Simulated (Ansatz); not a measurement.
Ga₇P₇. The state is a triplet with charge 0. Geometry PBE-D4/def2-SVP, that of the neutral singlet; atoms count from 1.

```xyz
14

Ga   -1.392   -2.494    1.436
Ga    2.617   -0.230   -1.341
Ga    0.322   -2.048   -0.725
Ga    2.186    0.943    2.026
Ga   -1.452    1.573   -0.485
Ga   -2.741    0.273    1.627
Ga    1.355    2.337   -1.178
P    -1.068   -3.831   -0.255
P    -0.932   -0.640    2.752
P     1.895   -2.004   -2.383
P     3.344    1.660   -0.305
P    -3.683    1.522    0.108
P    -0.540    2.948   -2.066
P     0.089   -0.010    0.789
```

Single mean-field runs in def2-TZVP are fitted with def2-universal-jkfit. At PBE0-D4/def2-TZVP a singlet of charge 0 lies 2.00 eV below the triplet at the same geometry.

Question: Estimate the Mulliken populations from the PBE0/def2-TZVP orbitals of Ansatz.

Answer: 
| atom | charge (e) | spin (α − β) |
| --- | --- | --- |
| Ga1 | 0.21 | -0.02 |
| Ga2 | 0.21 | 0.06 |
| Ga3 | 0.26 | 0.00 |
| Ga4 | 0.09 | 1.26 |
| Ga5 | 0.26 | 0.00 |
| Ga6 | 0.21 | -0.02 |
| Ga7 | 0.21 | 0.07 |
| P8 | -0.16 | 0.10 |
| P9 | -0.09 | 0.01 |
| P10 | -0.18 | 0.05 |
| P11 | -0.17 | 0.14 |
| P12 | -0.16 | 0.10 |
| P13 | -0.18 | 0.05 |
| P14 | -0.52 | 0.20 |
Mulliken values depend strongly on the basis.

Question: Where does the spin sit?

Answer: Summed by element: Ga 1.36, P 0.64, of 2 unpaired in all. Largest on single atoms: Ga4 1.26, P14 0.20, P11 0.14.

Question: And the Mayer bond orders between heavy atoms (over 0.3)?

Answer: Ga1–P8 1.56 (2.18 Å); Ga1–P9 0.89 (2.32 Å); Ga2–P10 1.52 (2.18 Å); Ga2–P11 1.07 (2.28 Å); Ga3–P8 1.09 (2.31 Å); Ga3–P10 1.18 (2.29 Å); Ga3–P14 0.53 (2.55 Å); Ga4–P11 0.59 (2.70 Å); Ga4–P14 0.57 (2.61 Å); Ga5–P12 1.09 (2.31 Å); Ga5–P13 1.18 (2.29 Å); Ga5–P14 0.53 (2.55 Å); Ga6–P9 0.89 (2.32 Å); Ga6–P12 1.56 (2.18 Å); Ga7–P11 1.07 (2.27 Å); Ga7–P13 1.52 (2.18 Å); P9–P14 0.95 (2.30 Å).
